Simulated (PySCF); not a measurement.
H₃Ge, doublet, at a GFN2-xTB geometry. Base run: HF/6-311G** run with PySCF.

The PySCF input:
```python
from pyscf import gto, scf

mol = gto.M(
    atom='''
Ge    0.00179994   -0.00070314    0.05733512
H    -0.82452945   -1.12293622   -0.60015589
H    -0.59484420    1.27006913   -0.57801941
H     1.36177550   -0.12463243   -0.65654847
''',
    basis='6-311g**',
    spin=1,
    verbose=4,
)

mf = scf.UHF(mol)
mf.kernel()
mf.analyze()
```

Each row names what was changed in the base input (with any setting that the change needs).

```tsv
change	basis functions	E (Eh)	HOMO (eV)	dipole (D)
base	62	-2077.01827	-9.77	0.77
basis = ANO-RCC-VDZP; relativity = spin-free X2C	42	-2098.79087	-9.75	0.89
basis = ANO-RCC-VDZP; relativity = none	42	-2063.78645	-9.79	0.87
basis = ANO-RCC-VDZP; relativity = spin-free X2C; nucleus = Gaussian (with nucmod='G')	42	-2098.77752	-9.75	0.89
basis = jorge-DZP-DKH; relativity = none	58	-2071.94694	-9.70	1.04
basis = cc-pVDZ-DK; relativity = none	42	-2065.11135	-9.76	0.77
basis = jorge-DZP-DKH; relativity = spin-free X2C	58	-2098.67822	-9.70	1.03
basis = jorge-DZP-DKH; relativity = spin-free X2C; nucleus = Gaussian (with nucmod='G')	58	-2098.66635	-9.70	1.03
basis = cc-pVDZ-DK; relativity = spin-free X2C; nucleus = Gaussian (with nucmod='G')	42	-2098.68926	-9.76	0.74
basis = cc-pVDZ-DK; relativity = spin-free X2C	42	-2098.70087	-9.76	0.74
```

Totals shift with the method and basis; they matter in differences.

Open shells are given as the SCF converged; they aren't shown to be the lowest states, and a large step between rows can be another state.

Basis sets contracted for a relativistic Hamiltonian are a mismatch without it, so the rows without relativity aren't non-relativistic limits. No row has spin-orbit coupling; sets with core potentials leave out the core electrons.
